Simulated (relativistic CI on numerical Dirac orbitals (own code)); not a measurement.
## Radial parameters of Dy XXXIX

Computed by Dirac-Coulomb-Breit CI, KLI orbitals optimised for each configuration, model QED (radiative potential, 1s self-energy scaled to tabulated hydrogen-like ionisation energies), unscaled Slater integrals (own radial code, finite nucleus).

Slater integrals F^k, G^k are unscaled and averaged over j, outside the closed core [Ne]; ζ comes from projecting the Hamiltonian with its Breit term on Σ l·s of the shell.

- 3s2 3p6 3d9 4s: ζ(3d) = 121410, G^2(3d,4s) = 51043 cm⁻¹; <r>(3d) = 0.2039, <r^2>(3d) = 0.04843, <r>(4s) = 0.4562, <r^2>(4s) = 0.234 (bohr units).
- 3s2 3p6 3d9 4p: ζ(3d) = 121430, F^2(3d,4p) = 156390, G^1(3d,4p) = 50599, G^3(3d,4p) = 51269, ζ(4p) = 305050 cm⁻¹; <r>(3d) = 0.2039, <r^2>(3d) = 0.04844, <r>(4p) = 0.4646, <r^2>(4p) = 0.2443 (bohr units).
- 3s2 3p6 3d9 4d: ζ(3d) = 121370, F^2(3d,4d) = 166080, F^4(3d,4d) = 84454, G^0(3d,4d) = 52743, G^2(3d,4d) = 67623, G^4(3d,4d) = 53518, ζ(4d) = 38695 cm⁻¹; <r>(3d) = 0.204, <r^2>(3d) = 0.04848, <r>(4d) = 0.4597, <r^2>(4d) = 0.2416 (bohr units).

Averages of the first 10 configurations, taken without configuration mixing, which lowers the lowest level and can move excited configurations by several eV; other configurations of the list can lie among them:

| Configuration | Parity | States | Average energy above the lowest level (eV) |
| --- | --- | --- | --- |
| 3s2 3p6 3d10 | even | 1 | 0.1 |
| 3s2 3p6 3d9 4s | even | 20 | 1144.2 |
| 3s2 3p6 3d9 4p | odd | 60 | 1260.4 |
| 3s2 3p6 3d9 4d | even | 100 | 1409.5 |
| 3s2 3p5 3d10 4s | odd | 12 | 1554.1 |
| 3s2 3p6 3d9 4f | odd | 140 | 1546.2 |
| 3s2 3p5 3d10 4p | even | 36 | 1670.6 |
| 3s2 3p6 3d8 4s2 | even | 45 | 2321.7 |
| 3s2 3p6 3d8 4s 4p | odd | 540 | 2432.2 |
| 3s2 3p5 3d10 4d | odd | 60 | 1818.9 |
